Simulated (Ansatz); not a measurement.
Computed with Ansatz on PBE0-D4/def2-TZVP structures; ΔE is electronic, products minus reactants. CCSD(T)/CBS is the MP2 limit (def2-TZVPP, def2-QZVPP) plus CCSD(T) − MP2 in def2-TZVPP, frozen cores. This one scheme is used for every species. DFT in def2-TZVPP. Each species was taken in one conformer, which may not be the lowest.

Consider the substitution at a C–O bond: `[NH2][AlH][O]C[SiH3]` + `OCO` → `OCOC[SiH3]` + `[NH2][AlH][OH]`.

`[NH2][AlH][O]C[SiH3]`:

```xyz
13

N    -0.905    2.336    0.065
Al   -0.473    1.318   -1.311
O     0.515   -0.037   -1.091
C     1.154   -0.635    0.008
Si    0.054   -1.981    0.752
H    -0.655    2.172    1.026
H    -1.473    3.165   -0.007
H    -0.976    1.640   -2.764
H     1.415    0.097    0.787
H     2.104   -1.076   -0.320
H    -0.226   -3.036   -0.256
H     0.703   -2.599    1.942
H    -1.237   -1.366    1.169
```

`OCO`:

Z-matrix (Å, degrees):
```
C
O 1 1.397
O 1 1.396 2 112.9
H 1 1.095 2 105.2 3 -122.5
H 1 1.095 2 112.0 3 118.6
H 2 0.962 1 107.9 3 -61.7
H 3 0.962 1 107.9 2 -61.7
```

`OCOC[SiH3]`:

```xyz
13

O    -0.837    0.808   -2.090
C     0.126    1.107   -1.124
O     0.849   -0.010   -0.707
C     0.074   -0.949    0.034
Si    0.035   -0.541    1.885
H    -0.381    0.483   -2.873
H     0.877    1.810   -1.498
H    -0.428    1.560   -0.294
H     0.548   -1.925   -0.101
H    -0.936   -1.032   -0.384
H    -0.816   -1.538    2.589
H    -0.523    0.817    2.122
H     1.412   -0.591    2.441
```

`[NH2][AlH][OH]`:

Cartesian coordinates in Å:
```
N 0.985 0.812 -0.396
Al -0.127 -0.499 -0.015
O -1.543 -0.082 0.823
H 0.843 1.779 -0.155
H 1.855 0.693 -0.888
H 0.196 -1.984 -0.444
H -2.208 -0.719 1.075
```

**Question.** Is it downhill or uphill in electronic energy at CCSD(T)/CBS, and by how much? (Estimate.)

**Answer.** Ansatz gave: Downhill: ΔE = -14.8 kJ/mol.

**Question.** What do these levels give: B2PLYP, PBE, MP2/def2-TZVPP, HF/def2-QZVPP, SCS-MP2/def2-QZVPP, MP2/CBS(def2)? (Estimate.)

**Answer.** Ansatz gave: B2PLYP -12.6, PBE -11.9, MP2/def2-TZVPP -15.8, HF/def2-QZVPP -7.3, SCS-MP2/def2-QZVPP -14.2, MP2/CBS(def2) -16.2 kJ/mol.

Largest T1 diagnostic among the species: 0.012.

In def2-TZVPP, CCSD(T) changes the Hartree–Fock value by −7.0 kJ/mol (the triples alone add −1.2 kJ/mol) and MP2 by −8.4 kJ/mol.
